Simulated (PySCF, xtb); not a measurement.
C4H5Br, SMILES C(Br)(C)=C=C.

GFN2-xTB (xtb) at its own geometry gives an orbital gap of 3.84 eV and a dipole moment of 3.50 D.

Coordinates come from a B3LYP-D3(BJ)/def2-SVP optimisation.

**Question.** What does PySCF with PBE/def2-TZVP give? (An estimate is asked for; the answer gives what the named calculation found.)

**Answer.** gap 3.90 eV (levels -5.93 and -2.02 eV), dipole 1.74 D.
